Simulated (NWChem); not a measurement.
Molecule: BAsH3F; SMILES FB[AsH2]

```xyz
6

B     -0.5762     1.1728    -0.0019
As     0.0507    -0.7564    -0.0501
H     -0.9545    -1.2210     0.9896
H      1.1976    -0.5742     0.9296
F      0.3016     2.1585    -0.0222
H     -1.7507     1.4650    -0.0566
```
Atoms are numbered in this order, from 1.

Computed with NWChem. All runs use the structure optimised with PBE0/def2-SVP. Total energies compare along this basis series because the functional is fixed.

```tsv
level	basis functions	energy (Ha)	highest occupied level (eV)	orbital gap (eV)	dipole (D)
B3LYP/cc-pVDZ	70	-2362.4272	…	…	…
B3LYP/aug-cc-pVDZ	109	-2362.4382	-7.35	5.77	0.67
B3LYP/cc-pVTZ	145	-2362.5492	-7.33	5.85	0.64
B3LYP/aug-cc-pVTZ	220	-2362.5513	-7.36	5.77	0.68
B3LYP/cc-pVQZ	268	-2362.5634	-7.35	5.81	0.66
```

Problem. Some entries are withheld; supply them.

Solution. 
- B3LYP/cc-pVDZ, highest occupied level (eV): -7.19
- B3LYP/cc-pVDZ, orbital gap (eV): 5.89
- B3LYP/cc-pVDZ, dipole (D): 0.59
